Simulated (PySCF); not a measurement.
State search for PIr

Unrestricted PBE0; PySCF, scalar-relativistic core potentials, basis sets P def2-TZVPP, Ir def2-TZVPP with ECP60. Outer shells of the fragments: P 3s2 3p3; Ir 5d7 6s2.

Followed along the bond (rough minima from three points):

```
2Ms+1        unpaired  ⟨S²⟩ at the start  R at minimum (Å)  Te (eV)
    3        π ↑, δ ↑               2.26              2.04     0.00
    3        π ↑, δ ↑               2.24              2.05     0.06
    1        π ↓, δ ↑               1.39              2.06     0.14
    1        π ↓, δ ↑               1.37              2.06     0.19
    5  σ ↑, π ↑↑, δ ↑               6.02              2.14     0.47
    1  σ ↑, π ↓↓, δ ↑               2.02              2.18     0.84
```

Solutions found at the starting distance of 2.250 Å, counted from the lowest of them; the search is not exhaustive and high or unbound solutions are not listed, so other states can lie among these:

| 2Ms+1 | unpaired | term | E (eV) | ⟨S²⟩ | ⟨Lz²⟩ | μ (D) |
| --- | --- | --- | --- | --- | --- | --- |
| 3 | π ↑, δ ↑ | mixed | 0.00 | 2.26 | 4.90 | 1.29 |
| 1 | π ↓, δ ↑ | mixed | 0.03 | 1.39 | 4.60 | 1.23 |
| 3 | π ↑, δ ↑ | mixed | 0.05 | 2.24 | 5.17 | 1.23 |
| 1 | π ↓, δ ↑ | mixed | 0.10 | 1.37 | 5.02 | 1.09 |
| 5 | σ ↑, π ↑↑, δ ↑ | ⁵Δ | 0.12 | 6.02 | 4.01 | 2.55 |
| 1 | σ ↑, π ↓↓, δ ↑ | mixed | 0.40 | 2.02 | 4.01 | 2.50 |
| 1 | none | ¹Σ⁺ | 0.42 | 0.00 | 0.00 | 0.56 |
| 3 | σ ↑, π ↑↓, δ ↑ | mixed | 0.50 | 3.02 | 6.04 | 2.56 |
| 3 | σ ↑, π ↑ | mixed | 0.55 | 2.18 | 1.49 | 1.54 |
| 1 | σ ↑, π ↓ | mixed | 0.59 | 1.29 | 1.59 | 1.42 |
| 5 | π ↑↑, δ ↑↑ | ⁵Σ⁺ | 0.62 | 6.02 | 0.00 | 2.12 |
| 1 | π ↓↓, δ ↑↑ | mixed | 0.87 | 2.02 | 0.00 | 1.90 |
| 3 | π ↑↓, δ ↑↑ | mixed | 1.00 | 3.02 | 2.03 | 2.06 |
| 5 | π ↑↑↑, δ ↑ | mixed | 1.01 | 6.02 | 4.54 | 1.95 |

A term symbol is given only where ⟨S²⟩ and ⟨Lz²⟩ are close to those of a pure state; real π, δ and φ orbitals otherwise mix terms. A positive dipole means P(−)Ir(+).

Spin–orbit coupling is left out. The state is the lowest single determinant that the PBE0 search found; with open d or f shells the true ground state can be another one.
